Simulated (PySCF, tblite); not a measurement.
Isomers of C3H7F2Si2 (doublet state). Computed values, GFN2-xTB/tblite, gas phase, harmonic and unscaled. Errors from tens to a few hundred cm⁻¹ against measured bands are possible. Modes of hydrogen on silicon can be 10 to 20 % off. One conformer each. Open shells enter through the occupations alone, without spin polarisation, and single modes of such species can be off by tens of per cent.

Electronic energies: B3LYP/pcH-1 single points on the GFN2-xTB geometries (PySCF, gas phase).

```
                       SMILES  electronic energy, lowest = 0 (kJ/mol)
         C=C[Si]([SiH3])C(F)F                                     3.3
       C=C([SiH2][SiH2])C(F)F                                     0.0
[H]/[C]=C(\[SiH2][SiH3])C(F)F                                    86.4
```

Question: How do GFN2-xTB zero-point energies change the relative energies?

Answer: 
```tsv
SMILES	ZPE (kJ/mol)	of it from modes above 1550 cm⁻¹	electronic (kJ/mol)	with ZPE, lowest = 0 (kJ/mol)	lowest mode (cm⁻¹)	rings
C=C([SiH2][SiH2])C(F)F	221.0	116.5	0.0	0.0	31	0
C=C[Si]([SiH3])C(F)F	225.2	121.4	3.3	7.5	17	0
[H]/[C]=C(\[SiH2][SiH3])C(F)F	210.4	113.5	86.4	75.8	39	0
```

The zero-point energies span 14.8 kJ/mol, from `[H]/[C]=C(\[SiH2][SiH3])C(F)F` to `C=C[Si]([SiH3])C(F)F`. The order is unchanged.

Question: And how do the electronic energies of GFN2-xTB itself compare?

Answer: `C=C([SiH2][SiH2])C(F)F` 0.0; `C=C[Si]([SiH3])C(F)F` 35.6; `[H]/[C]=C(\[SiH2][SiH3])C(F)F` 96.6 kJ/mol, lowest = 0. Against the energies above, taken from the same isomer `C=C([SiH2][SiH2])C(F)F`, the largest difference is 32.3 kJ/mol.
